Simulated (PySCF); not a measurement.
## Computed structure and properties of [Y(CH3)2]+

System: [Y(CH3)2]+ (singlet); start: displaced along the imaginary mode (C2). Method: PySCF 2.14.0, RKS PBE0, Y def2-SVP with ECP28, C def2-SVP, H def2-SVP; non-relativistic Hamiltonian with scalar-relativistic core potentials where named; density fitting; no spin-orbit coupling.

Input of the relaxation:

```python
mol = gto.M(atom='''
Y     -0.00000     0.00000    -0.37306
C      1.72460    -0.01626     1.04787
H      2.71470     0.21306     0.55424
H      1.55048     0.74294     1.87031
H      1.81359    -1.02673     1.55372
C     -1.72460     0.01626     1.04787
H     -2.71470    -0.21306     0.55424
H     -1.55048    -0.74294     1.87031
H     -1.81359     1.02673     1.55372''',
    basis={'Y': 'def2-SVP', 'C': 'def2-SVP', 'H': 'def2-SVP'},
    ecp={'Y': 'def2-SVP'},
    charge=1, spin=0)
mf = dft.RKS(mol, xc='PBE0')
mf.grids.atom_grid = (50, 194)
mf = mf.density_fit()  # fitting sets: Y def2-universal-JKFIT, C def2-universal-JKFIT, H def2-universal-JKFIT
mf.conv_tol = 1e-08; mf.max_cycle = 55
mf.kernel(dm0)  # dm0: converged density of the start geometry
# quasi-Newton relaxation in Cartesian coordinates to a largest gradient under 0.00045 Eh/bohr, steps kept in the point group
```

Run from Python with OMP_NUM_THREADS=2; the lines above give its settings. Where DIIS fails, smearing, a level shift and second-order steps follow.
It took 11 s on 2 threads of Arm Neoverse V1, with other jobs on the host, from the converged density of the start.

Course of the relaxation:

| step | energy above end (eV) | largest force component within the symmetry (eV/Å) |
| --- | --- | --- |
| 0 | 0.0619 | 0.729 |
| 1 | 0.0004 | 0.073 |
| 2 | 0.0002 | 0.053 |
| 3 | 0.0000 | 0.023 |
| 4 | 0.0000 | 0.003 |

Relaxed geometry (C2):

```xyz
9

Y     0.0000    0.0000   -0.3691
C     1.7257   -0.0180    1.0489
H     2.6981    0.2132    0.5744
H     1.5620    0.7164    1.8605
H     1.8238   -1.0055    1.5404
C    -1.7257    0.0180    1.0489
H    -2.6981   -0.2132    0.5744
H    -1.5620   -0.7164    1.8605
H    -1.8238    1.0055    1.5404
```

```tsv
contact	Å
Y1–C2 (CH3)	2.234
Y1–C6 (CH3)	2.234
```

On the finer grid (75, 302):

| Property | Result |
| --- | --- |
| HOMO | -11.74 eV |
| LUMO | -7.08 eV |
| Dipole about the centre of mass | 4.30 D |
| Set of Mulliken populations of Y1 outside the core potential | s 2.41, p 6.12, d 1.17, f 0.06 |
| D3(BJ) dispersion energy (not in the energies) | -0.143 eV |

| atom | Mulliken (e) | Löwdin (e) | spin (e) |
| --- | --- | --- | --- |
| Y1 | 1.24 | 1.03 | 0.00 |
| C2 | -0.50 | -0.27 | 0.00 |
| H3 | 0.12 | 0.08 | 0.00 |
| H4 | 0.13 | 0.09 | 0.00 |
| H5 | 0.13 | 0.09 | 0.00 |
| C6 | -0.50 | -0.27 | 0.00 |
| H7 | 0.12 | 0.08 | 0.00 |
| H8 | 0.13 | 0.09 | 0.00 |
| H9 | 0.13 | 0.09 | 0.00 |

On the grid (50, 194), as all that follows. Harmonic modes: a minimum within the noise of the softest modes; lowest 31 cm⁻¹ (negative: unstable), highest 3118 cm⁻¹, zero-point energy 1.800 eV.

Taking off one CH3 (charge -1, singlet; the rest: singlet) in vacuum, both parts rigid, costs 15.86 eV; the small basis without counterpoise inflates it. Most of it is the attraction of opposite charges; other ways to part are cheaper, and one spin state was tried for the rest.

Rigid scan of CH3 along the line from its metal:

| distance to C2 (Å) | energy (eV) |
| --- | --- |
| 1.93 | 0.811 |
| 2.03 | 0.315 |
| 2.13 | 0.069 |
| 2.23 | 0.000 |
| 2.33 | 0.053 |
| 2.43 | 0.189 |
| 2.63 | 0.602 |
| 2.93 | 1.344 |
| 3.33 | 2.281 |
| 3.83 | 3.203 |

One start shape was tried, so this needn't be the lowest isomer.
